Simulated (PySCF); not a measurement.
C$_{4}$H$_{11}$O$_{2}$Sn (SMILES CCC[CH2][Sn]([OH])[OH]), doublet, geometry from GFN2-xTB (such geometries of metal compounds can be far from the true shape) (the spin is typed, not shown lowest) (all electrons, no relativity); WB97X/STO-3G (PySCF).

Here is a job for PySCF.
```python
from pyscf import gto, scf, dft

mol = gto.M(
    atom='''
Sn    0.15498834    0.58668130    1.09221065
C    -0.18159615   -0.28103511   -1.30622943
C     0.79056007   -1.35186222   -1.65870720
C     0.40734802   -2.05320072   -2.98037972
C     0.50481408   -1.12829693   -4.18578975
H    -1.20481235   -0.61130894   -1.17630138
H    -0.09774279    0.64468135   -1.85913199
H     1.79812903   -0.94273068   -1.76154653
H     0.80303779   -2.11729564   -0.87756553
H     1.08105954   -2.90166149   -3.11974155
H    -0.60919303   -2.44089245   -2.89492110
H     1.50073134   -0.69643982   -4.25832705
H    -0.21856745   -0.32045357   -4.11564389
H     0.30667585   -1.68418088   -5.09945805
O    -1.28350230    2.05105287    1.12084977
H    -2.01994372    1.90244478    1.71076029
O    -0.92167345   -0.76094089    2.26361104
H    -0.57414180   -1.60075401    2.55229480
''',
    basis='sto-3g',
    spin=1,
    verbose=4,
)

mf = dft.UKS(mol)
mf.xc = 'wb97x'
mf.kernel()
```

**Question.** Write the output that PySCF gives for this input, abridged.

**Answer.** 
```
PySCF version 2.14.0

[INPUT] verbose = 4
[INPUT] num. atoms = 18
[INPUT] num. electrons = 101
[INPUT] charge = 0
[INPUT] spin (= nelec alpha-beta = 2S) = 1
[INPUT] symmetry False subgroup None
[INPUT] Mole.unit = angstrom
[INPUT] Symbol           X                Y                Z      unit          X                Y                Z       unit  Magmom
[INPUT]  1 Sn     0.154988340000   0.586681300000   1.092210650000 AA    0.292885515101   1.108666979404   2.063978998833 Bohr   0.0
[INPUT]  2 C     -0.181596150000  -0.281035110000  -1.306229430000 AA   -0.343166988775  -0.531079389287  -2.468415878547 Bohr   0.0
[INPUT]  3 C      0.790560070000  -1.351862220000  -1.658707200000 AA    1.493942017317  -2.554649353947  -3.134502328844 Bohr   0.0
[INPUT]  4 C      0.407348020000  -2.053200720000  -2.980379720000 AA    0.769776195184  -3.879987039560  -5.632101418008 Bohr   0.0
[INPUT]  5 C      0.504814080000  -1.128296930000  -4.185789750000 AA    0.953960355024  -2.132172184888  -7.909996242512 Bohr   0.0
[INPUT]  6 H     -1.204812350000  -0.611308940000  -1.176301380000 AA   -2.276765372994  -1.155206474098  -2.222887448148 Bohr   0.0
[INPUT]  7 H     -0.097742790000   0.644681350000  -1.859131990000 AA   -0.184707103751   1.218271189115  -3.513250290518 Bohr   0.0
[INPUT]  8 H      1.798129030000  -0.942730680000  -1.761546530000 AA    3.397971403330  -1.781502794425  -3.328840497378 Bohr   0.0
[INPUT]  9 H      0.803037790000  -2.117295640000  -0.877565530000 AA    1.517521490776  -4.001108884336  -1.658358508059 Bohr   0.0
[INPUT] 10 H      1.081059540000  -2.901661490000  -3.119741550000 AA    2.042906454948  -5.483345522297  -5.895457108926 Bohr   0.0
[INPUT] 11 H     -0.609193030000  -2.440892450000  -2.894921100000 AA   -1.151207983694  -4.612618230019  -5.470608031225 Bohr   0.0
[INPUT] 12 H      1.500731340000  -0.696439820000  -4.258327050000 AA    2.835971219152  -1.316080522041  -8.047071873327 Bohr   0.0
[INPUT] 13 H     -0.218567450000  -0.320453570000  -4.115643890000 AA   -0.413032620245  -0.605569482939  -7.777439778340 Bohr   0.0
[INPUT] 14 H      0.306675850000  -1.684180880000  -5.099458050000 AA    0.579533365518  -3.182640607429  -9.636579098209 Bohr   0.0
[INPUT] 15 O     -1.283502300000   2.051052870000   1.120849770000 AA   -2.425467827249   3.875928191303   2.118099092082 Bohr   0.0
[INPUT] 16 H     -2.019943720000   1.902444780000   1.710760290000 AA   -3.817140417835   3.595099601308   3.232868412882 Bohr   0.0
[INPUT] 17 O     -0.921673450000  -0.760940890000   2.263611040000 AA   -1.741710396783  -1.437969879083   4.277604918142 Bohr   0.0
[INPUT] 18 H     -0.574141800000  -1.600754010000   2.552294800000 AA   -1.084970758665  -3.024986671699   4.823138161152 Bohr   0.0

nuclear repulsion = 661.768726986299
number of shells = 40
number of NR pGTOs = 204
number of NR cGTOs = 68
basis = sto-3g
ecp = {}

******** <class 'pyscf.dft.uks.UKS'> ********
method = UKS
initial guess = minao
damping factor = 0
level_shift factor = 0
DIIS = <class 'pyscf.scf.diis.CDIIS'>
diis_start_cycle = 1
diis_space = 8
diis_damp = 0
SCF conv_tol = 1e-09
SCF conv_tol_grad = None
SCF max_cycles = 50
direct_scf = True
direct_scf_tol = 1e-13
number electrons alpha = 51  beta = 50
XC library pyscf.dft.libxc version 7.1.2
    S. Lehtola, C. Steigemann, M. J. T. Oliveira, and M. A. L. Marques,  SoftwareX 7, 1–5 (2018)
XC functionals = wb97x
    J.-D. Chai and M. Head-Gordon,  J. Chem. Phys. 128, 084106 (2008)
radial grids:
    Treutler-Ahlrichs [JCP 102, 346 (1995); DOI:10.1063/1.469408] (M4) radial grids

becke partition: Becke, JCP 88, 2547 (1988); DOI:10.1063/1.454033
pruning grids: <function nwchem_prune>
grids dens level: 3
symmetrized grids: False
atomic radii adjust function: <function treutler_atomic_radii_adjust>
small_rho_cutoff = 0
Set gradient conv threshold to 3.16228e-05
tot grids = 214488
init E= -6254.64824203879

cycle= 1 E= -6270.48283114171  delta_E= -15.8  |g|= 0.584  |ddm|= 3.53
cycle= 2 E= -6270.39214695532  delta_E= 0.0907  |g|= 0.777  |ddm|= 2.01
cycle= 3 E= -6270.85683034769  delta_E= -0.465  |g|= 0.159  |ddm|= 1.53
cycle= 4 E= -6270.87974419044  delta_E= -0.0229  |g|= 0.0516  |ddm|= 0.306
cycle= 5 E= -6270.88401010406  delta_E= -0.00427  |g|= 0.0279  |ddm|= 0.15
cycle= 6 E= -6270.88554617012  delta_E= -0.00154  |g|= 0.0109  |ddm|= 0.0863
cycle= 7 E= -6270.88609643278  delta_E= -0.00055  |g|= 0.00607  |ddm|= 0.0657
cycle= 8 E= -6270.88629011851  delta_E= -0.000194  |g|= 0.00321  |ddm|= 0.0463
cycle= 9 E= -6270.88633139523  delta_E= -4.13e-05  |g|= 0.0017  |ddm|= 0.0197
cycle= 10 E= -6270.88634478682  delta_E= -1.34e-05  |g|= 0.000666  |ddm|= 0.0134
cycle= 11 E= -6270.88634734496  delta_E= -2.56e-06  |g|= 0.000267  |ddm|= 0.00613
cycle= 12 E= -6270.88634772964  delta_E= -3.85e-07  |g|= 0.000129  |ddm|= 0.00228
cycle= 13 E= -6270.88634779744  delta_E= -6.78e-08  |g|= 5.8e-05  |ddm|= 0.000903
cycle= 14 E= -6270.88634781606  delta_E= -1.86e-08  |g|= 1.99e-05  |ddm|= 0.000506
cycle= 15 E= -6270.88634781778  delta_E= -1.71e-09  |g|= 1.09e-05  |ddm|= 0.000195
cycle= 16 E= -6270.88634781809  delta_E= -3.18e-10  |g|= 5.33e-06  |ddm|= 6.59e-05
Extra cycle  E= -6270.88634781817  delta_E= -7.82e-11  |g|= 3.67e-06  |ddm|= 1.91e-05
converged SCF energy = -6270.88634781817  <S^2> = 0.77740697  2S+1 = 2.0272217
```
